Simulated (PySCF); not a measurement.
# How methods differ on the ionisation energy of Au⁵⁸⁺

Au⁵⁸⁺ [Ar] 3d3 (4F) → Au⁵⁹⁺ [Ar] 3d2 (3F), as a difference of total energies. All numbers are calculated (PySCF 2.14, scalar relativity by spin-free X2C-1e, in an even-tempered Gaussian basis (17 s from 15 bohr⁻², ratio 2.5; 13 p from 20 bohr⁻², ratio 2.5; 7 d from 20 bohr⁻², ratio 2.5; 4 f from 72 bohr⁻², ratio 2.7; 3 g from 110 bohr⁻², ratio 2.7)). Correlated levels: outer shells: [Ne] frozen; virtual orbitals above 40 to 60 times the deepest correlated orbital energy dropped. The calculations carry no spin-orbit coupling.

```
                method  ionisation energy (eV)
                   UHF                  5950.6
                   LDA                  5948.7
                   PBE                  5949.1
                  PBE0                  5949.9
                r2SCAN                  5951.8
             BHandHLYP                  5950.8
                revPBE                  5949.1
    MP2 (outer shells)                  5950.6
SCS-MP2 (outer shells)                  5950.3
```

Spin-orbit coupling is strong in these open shells (close to jj coupling). The scalar numbers leave it out and a first-order estimate fails, so it can dominate the gap to the real levels.

Breit and QED terms and the two-electron picture change are absent.

For comparison: 5994 ± 6 eV (theoretical estimate listed by NIST; NIST Atomic Spectra Database, ionization energies).
